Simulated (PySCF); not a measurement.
C₁₀H₇N₃, SMILES C1=CC2=CC=NC3=NC=CC(=C1)N23.

Coordinates come from a B3LYP-D3(BJ)/def2-SVP optimisation.

Computed with B3LYP-D3(BJ)/def2-SVP (PySCF 2.14.0).

Frequencies are harmonic and unscaled.

```json
[
 {"mode": "1", "ν (cm⁻¹)": "106", "IR (km/mol)": "0.0", "moving atoms (share of kinetic energy)": "C 55 %, N 32 %, H 13 %"},
 {"mode": "2", "ν (cm⁻¹)": "142", "IR (km/mol)": "2.3", "moving atoms (share of kinetic energy)": "C 64 %, N 24 %, H 13 %"},
 {"mode": "3", "ν (cm⁻¹)": "212", "IR (km/mol)": "0.0", "moving atoms (share of kinetic energy)": "C 64 %, N 19 %, H 17 %"},
 {"mode": "4", "ν (cm⁻¹)": "244", "IR (km/mol)": "3.9", "moving atoms (share of kinetic energy)": "C 51 %, N 30 %, H 19 %"},
 {"mode": "5", "ν (cm⁻¹)": "439", "IR (km/mol)": "6.8", "moving atoms (share of kinetic energy)": "C 65 %, N 20 %, H 15 %"},
 {"mode": "6", "ν (cm⁻¹)": "476", "IR (km/mol)": "4.0", "moving atoms (share of kinetic energy)": "C 48 %, N 29 %, H 23 %"},
 {"mode": "7", "ν (cm⁻¹)": "478", "IR (km/mol)": "0.0", "moving atoms (share of kinetic energy)": "C 72 %, N 24 %"},
 {"mode": "8", "ν (cm⁻¹)": "481", "IR (km/mol)": "0.0", "moving atoms (share of kinetic energy)": "C 44 %, N 33 %, H 23 %"},
 {"mode": "9", "ν (cm⁻¹)": "491", "IR (km/mol)": "4.3", "moving atoms (share of kinetic energy)": "C 65 %, H 19 %, N 16 %"},
 {"mode": "10", "ν (cm⁻¹)": "502", "IR (km/mol)": "10.9", "moving atoms (share of kinetic energy)": "C 66 %, N 23 %, H 11 %"},
 {"mode": "11", "ν (cm⁻¹)": "504", "IR (km/mol)": "1.0", "moving atoms (share of kinetic energy)": "C 79 %, N 16 %"},
 {"mode": "12", "ν (cm⁻¹)": "598", "IR (km/mol)": "1.1", "moving atoms (share of kinetic energy)": "C 58 %, N 37 %"},
 {"mode": "13", "ν (cm⁻¹)": "654", "IR (km/mol)": "1.3", "moving atoms (share of kinetic energy)": "C 78 %, N 15 %"},
 {"mode": "14", "ν (cm⁻¹)": "689", "IR (km/mol)": "0.0", "moving atoms (share of kinetic energy)": "C 67 %, H 27 %"},
 {"mode": "15", "ν (cm⁻¹)": "722", "IR (km/mol)": "26.2", "moving atoms (share of kinetic energy)": "C 53 %, H 36 %, N 11 %"},
 {"mode": "16", "ν (cm⁻¹)": "751", "IR (km/mol)": "0.4", "moving atoms (share of kinetic energy)": "H 69 %, C 30 %"},
 {"mode": "17", "ν (cm⁻¹)": "779", "IR (km/mol)": "0.0", "moving atoms (share of kinetic energy)": "H 80 %, C 19 %"},
 {"mode": "18", "ν (cm⁻¹)": "780", "IR (km/mol)": "1.5", "moving atoms (share of kinetic energy)": "C 77 %, N 14 %, H 8 %"},
 {"mode": "19", "ν (cm⁻¹)": "824", "IR (km/mol)": "47.8", "moving atoms (share of kinetic energy)": "H 62 %, C 27 %, N 11 %"},
 {"mode": "20", "ν (cm⁻¹)": "830", "IR (km/mol)": "14.2", "moving atoms (share of kinetic energy)": "C 58 %, N 31 %, H 11 %"},
 {"mode": "21", "ν (cm⁻¹)": "858", "IR (km/mol)": "0.0", "moving atoms (share of kinetic energy)": "H 59 %, C 41 %"},
 {"mode": "22", "ν (cm⁻¹)": "858", "IR (km/mol)": "39.5", "moving atoms (share of kinetic energy)": "C 70 %, N 26 %"},
 {"mode": "23", "ν (cm⁻¹)": "860", "IR (km/mol)": "7.4", "moving atoms (share of kinetic energy)": "C 73 %, N 16 %, H 12 %"},
 {"mode": "24", "ν (cm⁻¹)": "997", "IR (km/mol)": "0.0", "moving atoms (share of kinetic energy)": "H 69 %, C 31 %"},
 {"mode": "25", "ν (cm⁻¹)": "1002", "IR (km/mol)": "0.8", "moving atoms (share of kinetic energy)": "H 69 %, C 31 %"},
 {"mode": "26", "ν (cm⁻¹)": "1010", "IR (km/mol)": "0.0", "moving atoms (share of kinetic energy)": "H 73 %, C 26 %"},
 {"mode": "27", "ν (cm⁻¹)": "1023", "IR (km/mol)": "5.2", "moving atoms (share of kinetic energy)": "C 68 %, H 21 %, N 11 %"},
 {"mode": "28", "ν (cm⁻¹)": "1067", "IR (km/mol)": "33.6", "moving atoms (share of kinetic energy)": "N 49 %, C 44 %"},
 {"mode": "29", "ν (cm⁻¹)": "1071", "IR (km/mol)": "5.7", "moving atoms (share of kinetic energy)": "C 46 %, N 33 %, H 20 %"},
 {"mode": "30", "ν (cm⁻¹)": "1115", "IR (km/mol)": "6.8", "moving atoms (share of kinetic energy)": "H 43 %, C 35 %, N 22 %"},
 {"mode": "31", "ν (cm⁻¹)": "1127", "IR (km/mol)": "0.7", "moving atoms (share of kinetic energy)": "H 53 %, C 31 %, N 16 %"},
 {"mode": "32", "ν (cm⁻¹)": "1160", "IR (km/mol)": "11.3", "moving atoms (share of kinetic energy)": "H 51 %, N 33 %, C 16 %"},
 {"mode": "33", "ν (cm⁻¹)": "1166", "IR (km/mol)": "8.4", "moving atoms (share of kinetic energy)": "H 46 %, C 39 %, N 15 %"},
 {"mode": "34", "ν (cm⁻¹)": "1188", "IR (km/mol)": "13.3", "moving atoms (share of kinetic energy)": "H 73 %, C 16 %, N 12 %"},
 {"mode": "35", "ν (cm⁻¹)": "1259", "IR (km/mol)": "0.3", "moving atoms (share of kinetic energy)": "H 65 %, C 31 %"},
 {"mode": "36", "ν (cm⁻¹)": "1308", "IR (km/mol)": "4.3", "moving atoms (share of kinetic energy)": "C 51 %, H 45 %"},
 {"mode": "37", "ν (cm⁻¹)": "1319", "IR (km/mol)": "5.1", "moving atoms (share of kinetic energy)": "H 49 %, C 48 %"},
 {"mode": "38", "ν (cm⁻¹)": "1341", "IR (km/mol)": "124.9", "moving atoms (share of kinetic energy)": "C 56 %, N 25 %, H 20 %"},
 {"mode": "39", "ν (cm⁻¹)": "1391", "IR (km/mol)": "82.6", "moving atoms (share of kinetic energy)": "C 62 %, H 24 %, N 14 %"},
 {"mode": "40", "ν (cm⁻¹)": "1437", "IR (km/mol)": "4.0", "moving atoms (share of kinetic energy)": "H 46 %, C 34 %, N 20 %"},
 {"mode": "41", "ν (cm⁻¹)": "1449", "IR (km/mol)": "0.0", "moving atoms (share of kinetic energy)": "C 58 %, H 39 %"},
 {"mode": "42", "ν (cm⁻¹)": "1534", "IR (km/mol)": "4.9", "moving atoms (share of kinetic energy)": "C 71 %, H 25 %"},
 {"mode": "43", "ν (cm⁻¹)": "1563", "IR (km/mol)": "4.8", "moving atoms (share of kinetic energy)": "C 71 %, N 19 %, H 10 %"},
 {"mode": "44", "ν (cm⁻¹)": "1635", "IR (km/mol)": "56.6", "moving atoms (share of kinetic energy)": "C 72 %, N 19 %, H 9 %"},
 {"mode": "45", "ν (cm⁻¹)": "1635", "IR (km/mol)": "12.2", "moving atoms (share of kinetic energy)": "C 88 %, H 9 %"},
 {"mode": "46", "ν (cm⁻¹)": "1683", "IR (km/mol)": "847.5", "moving atoms (share of kinetic energy)": "C 75 %, N 23 %"},
 {"mode": "47", "ν (cm⁻¹)": "1685", "IR (km/mol)": "640.8", "moving atoms (share of kinetic energy)": "C 89 %"},
 {"mode": "48", "ν (cm⁻¹)": "3146", "IR (km/mol)": "55.9", "moving atoms (share of kinetic energy)": "H 92 %, C 8 %"},
 {"mode": "49", "ν (cm⁻¹)": "3146", "IR (km/mol)": "12.4", "moving atoms (share of kinetic energy)": "H 92 %, C 8 %"},
 {"mode": "50", "ν (cm⁻¹)": "3190", "IR (km/mol)": "9.7", "moving atoms (share of kinetic energy)": "H 92 %, C 8 %"},
 {"mode": "51", "ν (cm⁻¹)": "3219", "IR (km/mol)": "0.5", "moving atoms (share of kinetic energy)": "H 92 %, C 8 %"},
 {"mode": "52", "ν (cm⁻¹)": "3222", "IR (km/mol)": "0.0", "moving atoms (share of kinetic energy)": "H 91 %, C 9 %"},
 {"mode": "53", "ν (cm⁻¹)": "3226", "IR (km/mol)": "3.5", "moving atoms (share of kinetic energy)": "H 91 %, C 9 %"},
 {"mode": "54", "ν (cm⁻¹)": "3227", "IR (km/mol)": "0.3", "moving atoms (share of kinetic energy)": "H 91 %, C 9 %"}
]
```
